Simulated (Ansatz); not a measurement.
`BN(C)[SiH2][SiH3]` → `B[N]C`• + `[SiH2][SiH3]`•  (homolysis of the N–Si bond)

Computed with Ansatz on PBE0-D4/def2-TZVP structures; ΔE is electronic, products minus reactants. CCSD(T)/CBS is the MP2 limit (def2-TZVPP, def2-QZVPP) plus CCSD(T) − MP2 in def2-TZVPP, frozen cores. Functionals use def2-TZVPP. B3LYP here is the variant with VWN-RPA as its local correlation; programs differ in this. Open shells (•) are unrestricted, without spin–orbit coupling. Each species was taken in one conformer, which may not be the lowest.

```
          level  ΔE (eV)
      r2SCAN-D4     3.93
       B3LYP-D4     4.10
   MP2/def2-SVP     4.50
CCSD/def2-TZVPP     4.32
```

Q: What does CCSD(T)/CBS give? (Best estimate.)

A: Ansatz gave: +4.52 eV. The listed levels differ from it by -0.59, -0.42, -0.02, -0.20 eV.

Largest T1 diagnostic among the species: 0.024.

From PBE to PBE0 (25 % exact exchange), in def2-TZVPP and without D4, ΔE moves by +0.17 eV. In def2-TZVPP, CCSD(T) changes the Hartree–Fock value by +1.09 eV (the triples alone add +0.09 eV) and MP2 by +1.48 eV; breaking electron pairs costs correlation energy, which Hartree–Fock lacks.
